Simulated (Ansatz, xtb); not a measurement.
# Ranking isomers of B2Cl2GeH4

5 gas-phase structures of B2Cl2GeH4, found in a search over its isomers (lower ones may exist). Each was relaxed with GFN2-xTB; where two conformers were screened, the lower at r2SCAN-D4/def2-SVP is listed:

A. `ClB[BH2-][GeH+][Cl]`, a singlet
B. `[BH3-][Ge+]([Cl])[BH]Cl`, a singlet
C. `B[BH][GeH]([Cl])[Cl]`, a singlet
D. a singlet given by its coordinates
E. a singlet given by its coordinates

D (Å):

| atom | x (Å) | y (Å) | z (Å) |
| --- | --- | --- | --- |
| B | -1.0407 | 2.0082 | -2.3203 |
| B | 0.4975 | 1.4818 | -1.9117 |
| Cl | -0.3644 | 1.0307 | 1.3944 |
| Cl | 1.6109 | 2.6439 | -0.8836 |
| Ge | -0.4835 | 2.7699 | 0.1021 |
| H | -1.7933 | 1.1892 | -2.6922 |
| H | 0.7238 | 1.7097 | -3.0727 |
| H | -1.3255 | 3.1140 | -2.6162 |
| H | 0.7385 | 0.3771 | -1.5783 |

Close contacts (Å): B1–B2 1.68, B1–Ge5 2.60, B2–Cl4 1.91, B2–Ge5 2.58, Cl3–Ge5 2.17, Cl4–Ge5 2.32, B1–H6 1.17, B1–H8 1.18, B2–H7 1.20, B2–H9 1.18.

E (Å):

```yaml
atoms:
  - { symbol: B, position_ang: [1.0262, 1.2226, -0.7714] }
  - { symbol: B, position_ang: [0.7150, 1.5854, 0.8115] }
  - { symbol: Cl, position_ang: [0.1459, 0.2765, 1.8131] }
  - { symbol: Cl, position_ang: [-1.9659, -1.2234, -0.4171] }
  - { symbol: Ge, position_ang: [0.0968, -1.5232, 0.1252] }
  - { symbol: H, position_ang: [0.2800, 1.7063, -1.5619] }
  - { symbol: H, position_ang: [2.1508, 1.3297, -1.1419] }
  - { symbol: H, position_ang: [0.7983, 2.6020, 1.3970] }
  - { symbol: H, position_ang: [0.7750, -0.0994, -0.9039] }
```

Close contacts (Å): B1–B2 1.65, B2–Cl3 1.74, Cl3–Ge5 2.47, Cl4–Ge5 2.15, B1–H6 1.19, B1–H7 1.19, B1–H9 1.35, B2–H8 1.18, Ge5–H9 1.88.

Problem. Which do you expect lowest at r2SCAN-D4/def2-SVP, and how would the others follow?

Solution. Calculated order at r2SCAN-D4/def2-SVP: D (0.000), C (0.216), E (0.312), A (0.337), B (0.344) eV. Less than 1 kcal/mol parts E and A; A and B, so the order within those pairs means little.

Energies above the lowest of each column, in eV:

```tsv
structure	GFN2-xTB	HF/STO-3G	r2SCAN-D4/def2-SVP
D	0.000	1.996	0.000
C	1.121	0.000	0.216
E	0.078	2.176	0.312
A	0.994	1.888	0.337
B	0.885	1.795	0.344
```

r2SCAN-D4/def2-SVP puts D lowest; HF/STO-3G picks C. Some further structures that were screened fall inside this span and aren't listed. Flexible structures stand in one conformer each, not always the lowest. No reliable frequencies are at hand for these structures.

Over these structures GFN2-xTB departs from r2SCAN-D4/def2-SVP by 0.393 eV on average once a common shift is removed. A GFN2-xTB relaxation took about 0.28 s and the r2SCAN-D4/def2-SVP energy about 2.1 s on a shared host (Ansatz 0.2.0, xtb 6.7.1).
